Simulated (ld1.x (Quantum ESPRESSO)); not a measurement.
## Transferability test, PAW potential for silicon

- Element: silicon (Si)
- Generator: ld1.x (Quantum ESPRESSO) 7.5
- Type: PAW
- Functional: BP86
- Relativity: scalar-relativistic
- Frozen core: [Ne]
- Valence charge: 4
- Reference configuration: 3s2 3p2
- Partial waves: 3s (bound): rcut 1.60, rcutus 2.00 bohr; 3s channel at 2.05 Ry: rcut 1.60, rcutus 2.00 bohr; 3p (bound): rcut 1.95, rcutus 2.05 bohr; 3p channel at 2.4 Ry: rcut 1.95, rcutus 2.05 bohr; 3d channel at 0.2 Ry: rcut 1.40, rcutus 1.70 bohr; 3d channel at 2.1 Ry: rcut 1.40, rcutus 1.70 bohr
- Local potential: all-electron potential smoothed inside 1.55 bohr (lloc = -1)
- Core correction: a·sin(br)/r model core, default radius (ld1.x builds one for every PAW set, though the input has nlcc=.false.)
- Augmentation charge: PSQ, inside the norm-conserving radii

Energies are relative to the spin-unpolarised reference configuration 3s2 3p2; without spin polarisation the order of configurations can differ from experiment.

(1) Give the all-electron excitation energy and the error of the potential for: 3s2 3p1; 3s2 3p0; 3s1 3p0; 3s0 3p4; 3s1 3p3; 3s1 3p2; 3s2 3p1.5.

Results:

(1)

```csv
valence configuration,charge,ΔE all-electron (eV),error AE − PS (meV)
3s2 3p1,+1,7.839,-0.4
3s2 3p0,+2,23.941,-8.8
3s1 3p0,+3,58.064,-63
3s0 3p4,0,13.802,-0.8
3s1 3p3,0,6.824,-0.2
3s1 3p2,+1,15.280,-2.5
3s2 3p1.5,+0.5,2.971,0.0
```

ld1.x printed “convergence not achieved” for 6 of the counted tests; their residual had stalled under 1e-8, short of the target of 1e-14.
